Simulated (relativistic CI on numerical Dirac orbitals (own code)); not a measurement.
Pb XXVI: sensitivity of the levels to the model

Base calculation: Dirac-Coulomb-Breit CI, KLI orbitals optimised for each configuration, QED by a radiative potential, unscaled Slater integrals.

Configuration list (outside the closed core [Ar] 3d10): 4s2 4p6 4d10 4f11, 4s2 4p6 4d10 4f10 5s, 4s2 4p6 4d10 4f9 5s2, 4s2 4p6 4d10 4f10 5p, 4s2 4p6 4d9 4f12, 4s2 4p6 4d10 4f9 5s 5p, 4s2 4p6 4d10 4f9 5p2, 4s2 4p6 4d8 4f13, 4s2 4p6 4d10 4f10 5d, 4s2 4p5 4d10 4f12, 4s2 4p6 4d9 4f10 5s2, 4s2 4p6 4d9 4f11 5s, 4s2 4p6 4d10 4f10 6s, 4s 4p6 4d10 4f12, 4s2 4p4 4d10 4f13, 4s2 4p5 4d9 4f13, 4p6 4d10 4f13, 4s 4p6 4d9 4f13, 4s 4p6 4d10 4f11 5s, 4s 4p5 4d10 4f13. Levels of other configurations are missing.

The lowest level and the first level of each name with at least 55 % of one term (blank where a level has no safe partner in the second run):

| Level | Base (cm⁻¹) | Shift (cm⁻¹) |
| --- | --- | --- |
| 4s2 4p6 4d10 4f11 4I°_15/2 | 0 | 0 |
| 4s2 4p6 4d10 4f11 4I°_13/2 | 37267 | -45 |
| 4s2 4p6 4d10 4f11 4F°_7/2 | 70896 | +2448 |
| 4s2 4p6 4d10 4f11 2K°_15/2 | 82764 | +275 |
| 4s2 4p6 4d10 4f11 2P°_1/2 | 98566 | +6290 |
| 4s2 4p6 4d10 4f11 2K°_13/2 | 103838 | +1085 |
| 4s2 4p6 4d10 4f11 4D°_7/2 | 114731 | +4316 |
| 4s2 4p6 4d10 4f11 2I°_11/2 | 115990 | +2326 |
| 4s2 4p6 4d10 4f11 2L°_17/2 | 120241 | -694 |
| 4s2 4p6 4d10 4f11 2H°_9/2 | 138603 | +2618 |
| 4s2 4p6 4d10 4f11 2I°_13/2 | 138997 | +1542 |
| 4s2 4p6 4d10 4f11 2L°_15/2 | 156577 | -565 |
| 4s2 4p6 4d10 4f11 4D°_1/2 | 159604 | +4607 |
| 4s2 4p6 4d10 4f11 2F°_7/2 | 163813 | +6125 |
| 4s2 4p6 4d10 4f11 2F°_5/2 | 205239 | +5501 |
| 4s2 4p6 4d10 4f10 5s 6I_17/2 | 648945 | -654 |
| 4s2 4p6 4d10 4f10 5s 6I_13/2 | 692050 | -580 |
| 4s2 4p6 4d10 4f10 5s 6F_7/2 | 724301 | -124 |
| 4s2 4p6 4d10 4f10 5s 6G_13/2 | 726482 | -116 |

At this charge transitions that keep the count of f electrons are usually good to a few per cent. Terms inside the open d or f shell come out 10 to 20 % too wide with unscaled integrals. Levels that differ in their count of f electrons can be misplaced by several ten thousand cm⁻¹, since the correlation energy of f electrons is missing or only estimated; rates across such gaps can be off by orders of magnitude.

Problem. One thing was changed in a second run, which moved the levels as shown. Which?
A. QED terms removed
B. only the first 3 configurations
C. non-relativistic limit
D. Breit term removed

Solution. B. Only the first 3 configurations. With fewer configurations the levels that remain lose their mixing partners.

LS names give the leading component of a level, which can be under half, so a name can repeat, a term be missing and a line seem to break the LS rules.
